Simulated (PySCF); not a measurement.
C₂H₂F, SMILES [CH]=CF, multiplicity 2.

Geometry optimised at B3LYP-D3(BJ)/def2-TZVP. The isomer is the one that the SMILES or the coordinates give; other isomers of the formula were not compared.

Calculation: PySCF with TDA-CAM-B3LYP/def2-SVPD.

Vertical excitations. The molecule is in vacuum.

Computed UV-visible absorptions:
```json
[
 {"state": "root 1", "energy (eV)": "2.40", "λ (nm)": "516", "f": "0.000", "main pairs": "β HOMO→LUMO 98 %"},
 {"state": "root 2", "energy (eV)": "4.76", "λ (nm)": "260", "f": "0.000", "main pairs": "α HOMO−1→LUMO 47 %, β HOMO→LUMO+1 49 %"},
 {"state": "root 3", "energy (eV)": "5.58", "λ (nm)": "222", "f": "0.004", "main pairs": "α HOMO→LUMO 98 %"},
 {"state": "root 4", "energy (eV)": "6.37", "λ (nm)": "195", "f": "0.000", "main pairs": "β HOMO−1→LUMO 94 %"},
 {"state": "root 5", "energy (eV)": "7.66", "λ (nm)": "162", "f": "0.015", "main pairs": "α HOMO−1→LUMO+1 7 %, β HOMO→LUMO+2 85 %"},
 {"state": "root 6", "energy (eV)": "7.70", "λ (nm)": "161", "f": "0.051", "main pairs": "α HOMO→LUMO+1 62 %, α HOMO→LUMO+2 33 %"},
 {"state": "root 7", "energy (eV)": "7.87", "λ (nm)": "158", "f": "0.016", "main pairs": "α HOMO→LUMO+2 31 %, α HOMO→LUMO+1 28 %, α HOMO−1→LUMO 14 %, α HOMO→LUMO+5 6 %, β HOMO→LUMO+1 12 %"},
 {"state": "root 8", "energy (eV)": "8.01", "λ (nm)": "155", "f": "0.049", "main pairs": "α HOMO−1→LUMO+1 85 %, β HOMO→LUMO+2 9 %"},
 {"state": "root 9", "energy (eV)": "8.24", "λ (nm)": "150", "f": "0.000", "main pairs": "α HOMO−1→LUMO+2 26 %, β HOMO→LUMO+3 63 %"},
 {"state": "root 10", "energy (eV)": "8.29", "λ (nm)": "150", "f": "0.239", "main pairs": "α HOMO−1→LUMO 24 %, α HOMO→LUMO+2 20 %, α HOMO→LUMO+3 6 %, α HOMO→LUMO+1 5 %, β HOMO→LUMO+1 23 %, β HOMO−3→LUMO 10 %"}
]
```
Unrestricted roots are not spin-pure.
